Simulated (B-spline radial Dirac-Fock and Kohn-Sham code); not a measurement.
Scattering functions of Sn²⁹⁺

System: the Sn²⁹⁺ ion, configuration [Ar] 3d3.

Level of theory: configuration-average Dirac-Fock orbitals; a radial finite-basis atomic code. f₀ is the Fourier transform of the spherical electron density, S the Waller-Hartree incoherent function, and s = sin θ/λ. The electron scattering factor follows from the Mott-Bethe formula f_e = 0.023934 Å⁻¹·(Z − f₀)/s².

```csv
s (Å⁻¹),f₀,S,f_e (Å)
0,21.000,0.000,–
0.08,20.940,0.059,108.677
0.1,20.906,0.092,69.634
0.12,20.864,0.133,48.426
0.14,20.816,0.180,35.638
0.17,20.729,0.265,24.241
0.2,20.627,0.364,17.576
0.24,20.465,0.520,12.272
0.29,20.226,0.751,8.473
0.35,19.887,1.074,5.883
0.42,19.426,1.510,4.148
0.5,18.821,2.072,2.985
0.6,17.972,2.847,2.129
0.72,16.851,3.843,1.530
0.86,15.468,5.038,1.117
1.03,13.779,6.454,0.817
1.24,11.827,8.062,0.594
1.49,9.858,9.707,0.433
1.79,8.094,11.303,0.313
2.14,6.748,12.748,0.226
2.57,5.748,14.106,0.160
3.09,4.923,15.380,0.113
3.7,4.072,16.553,0.080
```

f₀ starts at the number of electrons, 21, and has fallen to half at s ≈ 1.41 Å⁻¹. The sum of ⟨r²⟩ over the electrons is 1.284 bohr². For an ion f_e diverges as s goes to zero, because of the net charge.

Values without a named source are computed, but for edge energies of neutral atoms, which are taken from tables.
